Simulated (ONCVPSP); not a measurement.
What one change does to a pseudopotential (tin, ONCV)

- Element: tin (Sn)
- Generator: ONCVPSP 4.0.1
- Type: optimised norm-conserving Vanderbilt (ONCV)
- Functional: PBE
- Relativity: scalar-relativistic
- Frozen core: [Ar] 3d10
- Valence charge: 22
- Reference configuration: 4s2 4p6 4d10 5s2 5p2
- Partial waves: 4s+5s: rc 1.60 bohr, ncon 4, nbas 8, qcut 7.9 1/bohr, 2 projectors; 4p+5p: rc 1.70 bohr, ncon 4, nbas 8, qcut 6.4 1/bohr, 2 projectors; 4d: rc 1.50 bohr, ncon 4, nbas 9, qcut 8.7 1/bohr, 2 projectors, debl 1.1 Ha
- Local potential: polynomial inside 1.25 bohr (lpopt 5, dvloc0 0 Ha)
- Core correction: polynomial model core, fcfact 0.35

Change: all radii but the core radius scaled by about 1.10 (s 1.76, p 1.86, d 1.64 bohr); local potential polynomial inside 1.38 bohr (lpopt 5, dvloc0 0 Ha).

Cutoffs: the cutoffs (Ha) at which the residual kinetic energy of the hardest occupied pseudo-wave falls to 1 and 0.1 mHa per electron; they do not see the model core or the augmentation charge, which bear on the density cutoff. Errors are all-electron minus pseudo energies relative to the spin-unpolarised reference configuration.

**Question.** What does the change do?

**Answer.** The potential gets softer (33 Ha and 48 Ha → 31 Ha and 35 Ha); a bound ghost appears in p, which as a rule spoils a file; of the 4 tests that both files solve, the error grows in 2 and shrinks in 0 by more than 15 % and 0.3 meV (median size 7.0 → 8.8 meV). A larger radius leaves more room for a smooth pseudo-wave, so fewer plane waves are needed.

| quantity | base | changed |
| --- | --- | --- |
| cutoff, loose | 33 Ha | 31 Ha |
| cutoff, tight | 48 Ha | 35 Ha |
| loose cutoff by channel | s 20 Ha, p 20 Ha, d 33 Ha | s 17 Ha, p 18 Ha, d 31 Ha |
| bound ghosts | none | p |
| GHOST(+) flags under 300 eV | none | none |
| error for 4s2 4p6 4d10 5s2 5p1, meV [ΔE 6.87 eV] | -1.5 | -1.7 |
| error for 4s2 4p6 4d10 5s2 5p0, meV [ΔE 20.83 eV] | -4.7 | -5.2 |
| error for 4s2 4p6 4d10 5s1 5p0, meV [ΔE 51.80 eV] | -16 | -20 |
| error for 4s2 4p6 4d10 5s0 5p4, meV [ΔE 14.19 eV] | -9.3 | -12 |
| rms error of d²Exc/dni dnj with the model core, mHa | 1.83 | 2.02 |

 A true bound ghost makes a file unfit for plane-wave use even where its test errors are small: the radial tests pick states by their node count and pass the ghost by.
